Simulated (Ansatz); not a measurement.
Saddle point of SnSiH8S, singlet (SnH₄S ([SH][SnH3]) + SiH₄ → SnSiH₆ ([SiH3][SnH3]) + H₂S; bonds formed: Sn1–Si7, S2–H6; bonds broken: Sn1–S2, H6–Si7), PBE0-D4/def2-TZVP structure:

Sn1  (-0.853, -0.168, -1.139)
S2  (1.448, 1.355, -1.313)
H3  (-0.202, -1.348, -2.171)
H4  (-2.002, -0.891, -0.060)
H5  (-1.697, 1.121, -1.873)
H6  (0.933, 0.379, -0.021)
Si7  (0.389, -0.561, 1.464)
H8  (0.837, 2.386, -0.706)
H9  (1.699, -0.340, 2.142)
H10  (-0.678, 0.093, 2.270)
H11  (0.127, -2.026, 1.408)
(Å)

Energies are electronic, without zero-point energy. Barriers and step energies count from the start structure reached by relaxing down the imaginary mode; all methods use the PBE0-D4 structures, on which another method's saddle can fall below an end. Computed with Ansatz 0.2.0 (basis: def2-TZVPP, with def2-QZVPP for the basis limit); correlated methods freeze the cores. Filled d shells of the heavier atoms are correlated. Core potentials replace the inner electrons of the atoms past krypton. The def2 sets are not built for correlating such inner shells, so the correlated values are less sure here. B3LYP uses VWN-RPA correlation. Extrapolation: Hartree–Fock as exp(−7.88 √X), correlation as X^−2.97.

```tsv
method	barrier (eV)	step energy (eV)
SPW92	1.709	0.181
PBE-D4	1.945	0.242
BLYP-D4	2.186	0.322
r2SCAN-D4	2.186	0.306
B97M-V	2.316	0.337
PBE0-D4	2.233	0.263
B3LYP-D4	?	0.329
r2SCAN0-D4	2.388	0.306
BHLYP-D4	2.741	0.361
CAM-B3LYP-D4	2.627	0.332
wB97X-V	2.654	0.323
wB97M-V	2.582	0.324
B2PLYP	?	0.348
PBE-QIDH	2.499	0.310
RPA on PBE	2.562	0.327
HF	?	0.459
MP2	2.598	0.354
CCSD	2.766	0.317
CCSD(T)	2.596	0.315
```

**Question.** Fill in the withheld barriers. (Judge from chemistry; the value comes from the calculation.)

**Answer.** By the calculation: B3LYP-D4 2.408; B2PLYP 2.545; HF 3.431 eV. Each is the energy of the saddle less that of the start structure, by the same method.

For comparison, the barrier by CCSD(T) at an estimated basis limit (MP2 extrapolated from triple and quadruple zeta, plus CCSD(T) − MP2 in triple zeta) is 2.493 eV.

The T1 diagnostic stays at or below 0.016.

Labels in which every atom is bracketed show which atoms are joined, not bond orders.

For scale, one of the runs: CCSD(T)/def2-TZVPP, 246 basis functions, launched by `ansatz run in.yaml --threads 4 --pin off --events-out ev --progress --plain --max-ram 9574MiB`. Hardware: 4 CPU threads of an Intel Xeon, shared host. Wall time 3.3 min; peak host memory 5 GiB.
